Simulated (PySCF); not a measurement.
C7H13BO2.
Numbering: `[OH:1][B:2]([OH:3])[C@@H:4]1[CH2:5][CH2:6][C@H:7]2[CH2:8][C@@H:9]1[CH2:10]2` (hydrogens: H11 on O1; H12 on O3; H13 on C4; H14, H15 on C5; H16, H17 on C6; H18 on C7; H19, H20 on C8; H21 on C9; H22, H23 on C10)

The calculation used PBE0-D3(BJ)/def2-SVP geometry optimisation, gas phase in PySCF 2.14.0.

(1) What internal coordinates does the optimisation give?

## Answers

(1) 
| bond | length (bohr) |
| --- | --- |
| O1–B2, B2–O3 | 2.578 |
| B2–C4 | 2.997 |
| C4–C5 | 2.915 |
| C5–C6 | 2.900 |
| C6–C7 | 2.894 |
| C7–C8 | 2.925 |
| C8–C9 | 2.922 |
| C9–C10 | 2.921 |
| C4–C9 | 2.908 |
| C7–C10 | 2.913 |
| O1–H11, O3–H12 | 1.819 |
| C4–H13 | 2.094 |
| C5–H14 | 2.078 |
| C5–H15 | 2.081 |
| C6–H16 | 2.083 |
| C6–H17 | 2.086 |
| C7–H18 | 2.081 |
| C8–H19 | 2.081 |
| C8–H20 | 2.079 |
| C9–H21 | 2.087 |
| C10–H22 | 2.081 |
| C10–H23 | 2.085 |

Bonds in one row agree within 0.02 bohr and their mean is given. A selection of angles:
| angle | degrees |
| --- | --- |
| O1–B2–O3 | 117.4 |
| O1–B2–C4 | 123.4 |
| O3–B2–C4 | 119.2 |
| B2–C4–C5 | 114.0 |
| B2–C4–C9 | 112.4 |
| C5–C4–C9 | 110.0 |
| C4–C5–C6 | 112.4 |
| C5–C6–C7 | 111.0 |
| C6–C7–C8 | 110.9 |
| C6–C7–C10 | 109.3 |
| C8–C7–C10 | 86.6 |
| C7–C8–C9 | 86.1 |
| C8–C9–C10 | 86.5 |
| C4–C9–C8 | 111.4 |
| C4–C9–C10 | 109.8 |
| C7–C10–C9 | 86.3 |
| H11–O1–B2 | 112.4 |
| H12–O3–B2 | 111.2 |

Torsions: O1–B2–C4–C5 150°; B2–C4–C5–C6 -94° (anticlinal); C4–C5–C6–C7 -34° (synclinal); C5–C6–C7–C8 -29° (synperiplanar); C6–C7–C8–C9 81° (synclinal); C7–C8–C9–C10 28° (synperiplanar); C8–C9–C10–C7 -28° (synperiplanar); B2–C4–C9–C8 157° (antiperiplanar); C6–C7–C10–C9 -83° (synclinal); H11–O1–B2–O3 177° (antiperiplanar); H12–O3–B2–O1 0° (synperiplanar).

O1 (boron-bound oxygen) is bent (angle 112.4°). B2 (three-coordinate boron) is planar (angles 123.4°, 119.2° and 117.4°, sum 360.0°, 0.01 Å off the plane of its three neighbours). The 6-membered ring C4–C5–C6–C7–C8–C9 has internal angles of 86.1° to 112.4° (sum 642°, against 720° for a flat polygon); it is puckered, 0.38 Å rms from its mean plane, widest ring torsion 82°. The 6-membered ring C4–C5–C6–C7–C10–C9 has internal angles of 86.3° to 112.4° (sum 639°, against 720° for a flat polygon); it is puckered, 0.31 Å rms from its mean plane, widest ring torsion 83°. Of the pairs four or more bonds apart, C9···H11 is among the closest relative to their van der Waals radii: 2.52 Å, 87 % of the sum of Bondi's values. The 4-membered ring C7–C8–C9–C10 has internal angles of 86.1° to 86.6° (sum 346°, against 360° for a flat polygon); it is puckered, 0.19 Å rms from its mean plane, widest ring torsion 28°.

Point group: C1 (no symmetry element, even within 0.4 Å). Not checked by PBE0-D3(BJ)/def2-SVP frequencies. One conformer, not necessarily the lowest (H–O1–B2–O3 177°, O1–B2–O3–H 0°, O1–B2–C4–C5 150°).

On Arm Neoverse V2, one thread, shared host, this took 3.9 min of wall time. This is the geometry optimisation.
